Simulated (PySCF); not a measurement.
SCF from a fresh guess for singlet WSCl₂, at the PBE0 minimum. PySCF input:

```python
from pyscf import gto, scf, dft
mol = gto.M(atom='''
W      0.010448     0.000000     0.006414
S     -1.767547    -0.000000    -1.085092
Cl    -0.287819     0.000000     2.219494
Cl     1.848928    -0.000000    -1.261134''',
    basis={'W': 'def2-SVP', 'S': 'def2-SVP', 'Cl': 'def2-SVP'},
    ecp={'W': 'def2-SVP'},
    charge=0, spin=0)
mf = dft.RKS(mol, xc='PBE0')
mf.grids.atom_grid = (50, 194)
aux = {'W': 'def2-universal-JKFIT', 'S': 'def2-universal-JKFIT', 'Cl': 'def2-universal-JKFIT'}
mf = mf.density_fit(auxbasis=aux)
mf.conv_tol = 1e-08
mf.diis_space = 10
mf.max_cycle = 60
mf.init_guess = 'minao'
mf.verbose = 4
mf.kernel()
```

Excerpt of the output (cycles and frontier levels):

```
init E= -1372.65700905153
  HOMO = -0.389101781080564  LUMO = -0.366990180660694  gap/eV = 0.60169
cycle= 1 E= -1384.89011432941  delta_E= -12.2  |g|= 0.371  |ddm|= 7.27
  HOMO = -0.220238874530205  LUMO = -0.1083694717141  gap/eV = 3.04412
cycle= 2 E= -1384.89483766523  delta_E= -0.00472  |g|= 0.345  |ddm|= 0.806
  HOMO = -0.21715687425008  LUMO = -0.108030443650685  gap/eV = 2.96948
cycle= 3 E= -1384.90357527011  delta_E= -0.00874  |g|= 0.271  |ddm|= 0.538
  HOMO = -0.241794262349864  LUMO = -0.133635135620159  gap/eV = 2.94316
cycle= 4 E= -1384.92469079962  delta_E= -0.0211  |g|= 0.043  |ddm|= 0.312
  HOMO = -0.237401560567027  LUMO = -0.129209057992839  gap/eV = 2.94407
cycle= 5 E= -1384.92504432774  delta_E= -0.000354  |g|= 0.024  |ddm|= 0.0682
  HOMO = -0.239420567596883  LUMO = -0.130254316118925  gap/eV = 2.97057
cycle= 6 E= -1384.92520715965  delta_E= -0.000163  |g|= 0.004  |ddm|= 0.0324
  HOMO = -0.239321328225293  LUMO = -0.130142286232331  gap/eV = 2.97091
cycle= 7 E= -1384.92521275096  delta_E= -5.59e-06  |g|= 0.000894  |ddm|= 0.00655
  HOMO = -0.239431619427101  LUMO = -0.13016753194056  gap/eV = 2.97323
cycle= 8 E= -1384.92521328984  delta_E= -5.39e-07  |g|= 0.000183  |ddm|= 0.0038
  HOMO = -0.239451246949738  LUMO = -0.130167357943151  gap/eV = 2.97377
cycle= 9 E= -1384.92521333405  delta_E= -4.42e-08  |g|= 6.48e-05  |ddm|= 0.00118
  HOMO = -0.239452198638153  LUMO = -0.130161120401319  gap/eV = 2.97396
cycle= 10 E= -1384.92521333985  delta_E= -5.8e-09  |g|= 1.97e-05  |ddm|= 0.000544
  HOMO = -0.239445632565253  LUMO = -0.130155154072026  gap/eV = 2.97395
Extra cycle  E= -1384.92521333896  delta_E= 8.93e-10  |g|= 6.12e-05  |ddm|= 9e-05
converged SCF energy = -1384.92521333896
```

No lower solution of this spin was found by a stability analysis within the restricted form, which does not test spin polarisation.

At the minimum of this search the closed-shell solution is unstable towards spin polarisation, so a lower open-shell solution exists. No spin–orbit coupling is included, which matters more the heavier the element.

The search for the lowest solution, with the stability check, took 7 s on 2 threads of a shared Arm Neoverse N1 host, with 86 basis functions; the process peaked at 0.3 GiB. Launch command: `OMP_NUM_THREADS=2 python axn.py task.json out`.
